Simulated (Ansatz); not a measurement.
Cost and result for the atomization energy of `F[SiH](F)N[SiH](Cl)Cl` (10 atoms, 9 bonds).

Cartesian coordinates in Å:
```
F -1.526 1.675 -0.931
Si -0.872 0.271 -1.256
F -0.389 0.312 -2.766
N 0.540 0.014 -0.330
Si 0.726 -0.196 1.353
Cl 1.699 -1.944 1.757
Cl -1.156 -0.239 2.136
H -1.910 -0.751 -1.096
H 1.393 -0.019 -0.875
H 1.495 0.875 2.008
```

Total charge 0; spin multiplicity 1. The geometry is a stationary point of PBE0-D4/def2-TZVP. It is one conformer, not always the lowest. Program: Ansatz. All runs use 2 threads of an AMD EPYC 7R13 on a shared host and a share of an NVIDIA H100 80 GB. Times are those of one run each, without the atoms' runs, and a repeat can differ threefold. Electronic energies, without spin–orbit coupling; frozen cores. CCSD(T)/CBS adds CCSD(T) − MP2 in def2-TZVPP to the MP2 limit, and its time is that of the two runs behind it. T1 = 0.011. B3LYP takes the VWN-RPA correlation (the form of Gaussian; ORCA's B3LYP/G).

CCSD(T)/CBS is a level of theory with its own doubt, some kJ/mol a heavy atom from the limit and from the frozen cores, so smaller differences don't rank the functionals.

```
                             level  functions  wall time
                PBE0-D4/def2-TZVPP        303      1.7 s
 B3LYP-D4/def2-TZVPP (with forces)        303        2 s
   PBE-D4/def2-TZVPP (with forces)        303      2.2 s
                ωB97X-V/def2-TZVPP        303      2.2 s
r2SCAN-D4/def2-TZVPP (with forces)        303      2.4 s
                 B2PLYP/def2-TZVPP        303      2.5 s
  ωB97M-V/def2-TZVPP (with forces)        303      2.8 s
                    MP2/def2-QZVPP        541      3.2 s
                CCSD(T)/def2-TZVPP        303      5.5 s
                 CCSD(T)/CBS(def2)          –      8.7 s
```

Q: What atomization energy does each give, and how far from CCSD(T)/CBS? (Estimate.)

A: The calculation gave: 
```csv
level,atomization (kJ/mol),difference from CCSD(T)/CBS,per bond
PBE0-D4/def2-TZVPP,3746.9,-56.6,-6.3
B3LYP-D4/def2-TZVPP (with forces),3748.9,-54.6,-6.1
PBE-D4/def2-TZVPP (with forces),3813.0,9.5,1.1
ωB97X-V/def2-TZVPP,3807.3,3.8,0.4
r2SCAN-D4/def2-TZVPP (with forces),3788.2,-15.3,-1.7
B2PLYP/def2-TZVPP,3724.6,-78.9,-8.8
ωB97M-V/def2-TZVPP (with forces),3805.3,1.8,0.2
MP2/def2-QZVPP,3883.1,79.6,8.8
CCSD(T)/def2-TZVPP,3666.7,-136.8,-15.2
CCSD(T)/CBS(def2),3803.5,0.0,0.0
```

In def2-TZVPP, CCSD(T) changes the Hartree–Fock value by +895.1 kJ/mol (the triples alone add +62.6 kJ/mol) and MP2 by +1027.9 kJ/mol; breaking electron pairs costs correlation energy, which Hartree–Fock lacks. The D4 term adds +56.2 kJ/mol with B3LYP and +29.6 kJ/mol with PBE0; it sums over pairs of atoms, weighted by their polarisabilities, and B3LYP, whose exchange is more repulsive, gets the larger term. From PBE to PBE0 (25 % exact exchange), in def2-TZVPP and without D4, the atomization energy moves by −61.3 kJ/mol: exact exchange takes away binding that semilocal exchange gives to molecules.
